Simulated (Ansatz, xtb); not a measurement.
## Worked example: SnH3F + CH3NO → SnH3(NH2) + CHFO

Species: SnH3F `[F][SnH3]`, singlet; CH3NO (formamide) `NC=O`, singlet; SnH3(NH2), singlet; CHFO (formyl fluoride) `O=CF`, singlet. The partners trade F for NH2: Sn–F and C–NH2 bonds give way to Sn–NH2 and C–F.

Shapes, held fixed at every level: PBE0-D4/def2-TZVP. Flexible molecules stand in one conformer, not always the lowest. Programs: Ansatz 0.2.0, xtb 6.7.1. The zero-point and thermal change to 298 K, harmonic and unscaled (PBE0-D4/def2-TZVP), is -3.2 kJ/mol.

At CCSD(T)/def2-TZVPP; 1 Eh = 2625.50 kJ/mol:

| species | energy (Eh) |
| --- | --- |
| SnH3F | -315.202823 |
| CH3NO | -169.647700 |
| SnH3(NH2) | -271.311971 |
| CHFO | -213.505427 |

**Question.** Work out ΔH(298 K) of the reaction at this level.

**Answer.** 
1. Products less reactants: (-271.311971) + (-213.505427) − [(-315.202823) + (-169.647700)] = 0.033125 Eh = +87.0 kJ/mol.
2. With the thermal change: +87.0 + (-3.2) = +83.8 kJ/mol.

Other levels give +86.0 (CCSD/def2-TZVPP) to +103.0 kJ/mol (BHLYP-D4/def2-TZVPP). No measured value is set beside it here. For atoms past krypton def2 sets carry core potentials with scalar relativity. Correlated rows may include outer-core shells of Sn, which these sets cover unevenly.
